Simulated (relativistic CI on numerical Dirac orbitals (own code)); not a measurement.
## Line list: Forbidden lines, Au65+

These numbers are calculated, not measured: Dirac-Coulomb-Breit CI, separate exchange-only KLI orbitals for each configuration, model QED, unscaled Slater integrals (own radial code, finite nucleus).

Configuration list (outside the closed core [Ne]): 3s2.3p2, 3s2.3p.3d, 3s.3p3, 3s2.3d2, 3p4, 3s.3p2.3d, 3p2.3d2, 3s.3p.3d2, 3p3.3d, 3s2.3d.4s, 3s2.3d.4p, 3s.3p.3d.4s, 3p3.4s, 3s2.3p.4s, 3s.3p.3d.4p, 3p3.4p. Levels of other configurations are missing.

| λ vac (nm) | Lower | Upper | Type | A (s⁻¹) | log gf |
| --- | --- | --- | --- | --- | --- |
| 2.3834 | 3s2.3p2 3P_1 [2] | 3s2.3p2 1S_0 [13] | M1 | 1.20e+09 | -3.99 |
| 2.4902 | 3s2.3p2 3P_1 [2] | 3s2.3p2 3P_2 [12] | M1 | 5.42e+08 | -3.60 |
| 2.5309 | 3s2.3p2 3P_0 [1] | 3s2.3p2 1D_2 [3] | E2 | 1.60e+07 | -5.11 |
| 2.5422 | 3s2.3p2 1D_2 [3] | 3s2.3p2 3P_2 [12] | M1 | 5.34e+08 | -3.59 |
| 2.5846 | 3s2.3p2 3P_0 [1] | 3s2.3p2 3P_1 [2] | M1 | 6.83e+08 | -3.69 |
| 2.6335 | 3s2.3p.3d 3F°_3 [9] | 3s2.3p.3d 3F°_4 [26] | M1 | 5.30e+08 | -3.30 |
| 2.8370 | 3s.3p2.3d 3D_3 [14] | 3s.3p2.3d 5D_4 [46] | M1 | 5.27e+08 | -3.24 |

Terms are leading LS components. Brackets give the number of a level in order of energy, since labels repeat. The list gives strong lines, with weight on those to low levels, among the lowest 200 of 570 levels, so that lines to higher ones, which can be the strongest, are missing. Levels whose partners in the same complex of configurations lie outside the list can be far off, and so can their lines. Rates are taken at the computed energies, electric ones in the length gauge.

At this charge energies of transitions that change n are usually good to better than 1 %, and those within a shell (Δn = 0) to a few per cent.

LS names give the leading component of a level, which can be under half, so a name can repeat, a term be missing and a line seem to break the LS rules.
